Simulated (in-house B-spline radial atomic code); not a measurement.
A fraction x of an electron is removed from 3d in Ni II (Ni+), starting from [Ar] 3d9 and keeping the highest spin. Method: scalar-relativistic (X2C) BLYP, spin-polarised, spherical fractional occupations, Fermi nucleus of rms radius 3.7757 fm. Calculated with an all-electron radial atomic-structure program (B-spline basis).

```json
{"x": "0", "E(x) - E(0) (eV)": "0.0000", "3d down level (eV)": "-12.546"}
{"x": "0.03", "E(x) - E(0) (eV)": "0.3822", "3d down level (eV)": "-12.935"}
{"x": "0.25", "E(x) - E(0) (eV)": "3.5497", "3d down level (eV)": "-15.892"}
{"x": "0.29", "E(x) - E(0) (eV)": "4.1965", "3d down level (eV)": "-16.449"}
{"x": "0.38", "E(x) - E(0) (eV)": "5.7341", "3d down level (eV)": "-17.725"}
{"x": "0.5", "E(x) - E(0) (eV)": "7.9653", "3d down level (eV)": "-19.471"}
{"x": "0.52", "E(x) - E(0) (eV)": "8.3577", "3d down level (eV)": "-19.767"}
{"x": "0.66", "E(x) - E(0) (eV)": "11.2721", "3d down level (eV)": "-21.877"}
{"x": "0.76", "E(x) - E(0) (eV)": "13.5369", "3d down level (eV)": "-23.425"}
{"x": "0.92", "E(x) - E(0) (eV)": "17.4872", "3d down level (eV)": "-25.968"}
{"x": "1", "E(x) - E(0) (eV)": "19.6165", "3d down level (eV)": "-27.270"}
```

The exact functional would give a straight line between the two integer points. Deviations E(x) - E(0) - x[E(1) - E(0)], in eV: -0.206 at x = 0.03, -1.354 at x = 0.25, -1.492 at x = 0.29, -1.72 at x = 0.38, -1.843 at x = 0.5, -1.843 at x = 0.52, -1.675 at x = 0.66, -1.372 at x = 0.76, -0.56 at x = 0.92.

The curve lies below the straight line by up to 1.843 eV (at x = 0.5): convex, the delocalisation error that favours fractional charges.

(1) How well does Slater's transition state (minus the level at half occupation) give the ionisation energy?

## Answers

(1) It gives 19.471 eV against 19.616 eV from the two total energies; NIST lists 18.17 eV, ground level to ground level.
